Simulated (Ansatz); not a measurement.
# [InH4]− (SMILES [H][In-]([H])([H])[H]): the energy, rung by rung

The species is [InH4]− (5 atoms), meant as a singlet with charge -1. As SMILES, `[H][In-]([H])([H])[H]`. Geometry: a GFN2-xTB relaxation, a rough one for these elements and not checked as a minimum.

```
atom    x (Å)    y (Å)    z (Å)
  In   0.0000   0.0000   0.0000
   H   0.5606  -0.0313   1.2846
   H   1.4005  -0.0174   0.0626
   H  -0.9720   0.7656  -0.6592
   H  -0.9891  -0.7169  -0.6880
```

Quantity: the energy change with the In1–H5 bond stretched from 1.402 to 2.804 Å, in eV. The values are calculated.

```csv
level,kind,program,value (eV),less FCI/STO-3G
HF/STO-3G (restricted),Hartree–Fock,Ansatz,2.42,+0.85
SVWN5/STO-3G (restricted),LDA,Ansatz,2.55,+0.98
BLYP/STO-3G (restricted),GGA,Ansatz,1.91,+0.34
r2SCAN/STO-3G (restricted),meta-GGA,Ansatz,2.17,+0.60
PBE0/STO-3G (restricted),global hybrid,Ansatz,2.29,+0.72
CAM-B3LYP/STO-3G (restricted),range-separated hybrid,Ansatz,2.50,+0.93
RPA@PBE/STO-3G (restricted),RPA,Ansatz,1.48,-0.09
MP2/STO-3G (restricted),perturbation theory,Ansatz,2.13,+0.56
CCSDT(Q)/STO-3G (restricted),coupled cluster or CI,Ansatz,1.57,0.00
FCI/STO-3G,exact in the basis,Ansatz,1.57,0.00
```

FCI/STO-3G is exact within its basis and frozen core, so for wave-function methods in that basis the difference is their error; functionals converge differently with the basis, so for them it is only a difference. A spin-restricted reference rises too steeply as a bond breaks; here HF/STO-3G, SVWN5/STO-3G, r2SCAN/STO-3G, PBE0/STO-3G, CAM-B3LYP/STO-3G, MP2/STO-3G lie well above the multireference or unrestricted value. All-electron rows without a relativistic Hamiltonian named are non-relativistic. Sets without diffuse functions describe the anion poorly. The first shape isn't each level's own minimum. The values span 1.48 to 2.55 eV. All rows use very small basis sets, so none should be taken for the real molecule's value. In the correlated wave-function rows the outer d shell of In is correlated, in sets not made for it.
